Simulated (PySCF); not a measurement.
SMILES C[SiH2]/C=C/[SiH2]N (C₃H₁₁NSi₂), GFN2-xTB optimised geometry.

```
17

Si    -2.39     0.29     0.00
C     -3.01    -0.59    -1.57
C     -0.51     0.29     0.00
C      0.28    -0.31     0.90
Si     2.17    -0.31     0.87
N      2.89     0.62    -0.39
H     -2.88     1.68     0.00
H     -2.89    -0.41     1.19
H     -2.66    -1.62    -1.61
H     -2.65    -0.09    -2.47
H     -4.09    -0.60    -1.61
H     -0.02     0.82    -0.81
H     -0.21    -0.83     1.72
H      2.66     0.28     2.12
H      2.64    -1.68     0.65
H      2.80     0.31    -1.34
H      2.80     1.63    -0.36
```

Density from PySCF 2.14.0 with PBE0/def2-SVP at that geometry.

Minimum of the electron density along straight lines between bonded atoms, close to the bond critical point (lines longer than 1.1 times the sum of covalent radii, or with two minima, are not listed):

| bond | length / Å | ρ at the minimum / e bohr⁻³ | ∇²ρ there / e bohr⁻⁵ | position (fraction from the first atom) |
|---|---|---|---|---|
| Si1–C2 | 1.901 | 0.110 | 0.31 | 0.38 |
| Si1–C3 | 1.883 | 0.113 | 0.34 | 0.38 |
| C3–C4 | 1.333 | 0.335 | -0.87 | 0.50 |
| C4–Si5 | 1.891 | 0.112 | 0.34 | 0.62 |
| Si5–N6 | 1.726 | 0.122 | [?] | 0.40 |
| Si1–H7 | 1.472 | 0.115 | 0.32 | 0.49 |
| Si1–H8 | 1.468 | 0.116 | 0.33 | 0.49 |
| C2–H9 | 1.087 | 0.272 | -0.97 | 0.63 |
| C2–H10 | 1.087 | 0.271 | -0.97 | 0.62 |
| C2–H11 | 1.086 | 0.272 | -0.97 | 0.62 |
| C3–H12 | 1.087 | 0.276 | -1.01 | 0.63 |
| C4–H13 | 1.085 | 0.277 | -1.02 | 0.63 |
| Si5–H14 | 1.465 | 0.117 | 0.33 | 0.49 |
| Si5–H15 | 1.466 | 0.117 | 0.33 | 0.49 |
| N6–H16 | 1.007 | 0.332 | -1.53 | 0.76 |
| N6–H17 | 1.007 | 0.332 | -1.53 | 0.76 |

Problem. Fill in the missing entries.

Solution. 
- Si5–N6, ∇²ρ there / e bohr⁻⁵: 0.74
